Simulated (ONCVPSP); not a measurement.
Wu-Cohen ONCV dataset for terbium (Tb), scalar-relativistic all-electron reference.

```json
{
  "Element": "Tb (Z = 65)",
  "Generator": "ONCVPSP 4.0.1",
  "Type": "optimised norm-conserving Vanderbilt (ONCV)",
  "Functional": "Wu-Cohen",
  "Relativity": "scalar-relativistic",
  "Frozen core": "[Kr] 4d10 4f8",
  "Valence charge": "11",
  "Reference configuration": "5s2 5p6 5d1 6s2",
  "Partial waves": "5s+6s: rc 2.25 bohr, ncon 3, nbas 6, qcut 5.8 1/bohr, 3 projectors, debl 3.6 Ha; 5p: rc 1.65 bohr, ncon 3, nbas 7, qcut 5.1 1/bohr, 2 projectors, debl 2.9 Ha; 5d: rc 2.65 bohr, ncon 4, nbas 9, qcut 5.3 1/bohr, 2 projectors, debl 2.3 Ha",
  "Local potential": "polynomial inside 1.25 bohr (lpopt 5, dvloc0 1 Ha)",
  "Core correction": "Teter function, fcfact 3.75, rcfact 1.45"
}
```

Poles of the logarithmic derivatives, all-electron (AE) and pseudo (PS). s: poles at -1.7, 3.2 (AE) and -1.7, 3.2 (PS) Ha. p: poles at 0.8 (AE) and 0.8 (PS) Ha. d: poles at 0.4, 3.7 (AE) and 0.4, 3.7 (PS) Ha. Test radii: s 2.28, p 1.68, d 2.69 bohr.

- Cutoffs needed: 13 Ha and 59 Ha (the cutoffs (Ha) at which the residual kinetic energy of the hardest occupied pseudo-wave falls to 1 and 0.1 mHa per electron)
- Ghost test: no bound ghost flagged; GHOST(+) flagged for s at 133.5 eV, p at 197.0 eV
- Configuration tests: 1 of 4 tests not solved or not reliable
- rms error of d²Exc/dni dnj: 5.88 mHa without and 0.47 mHa with the model core
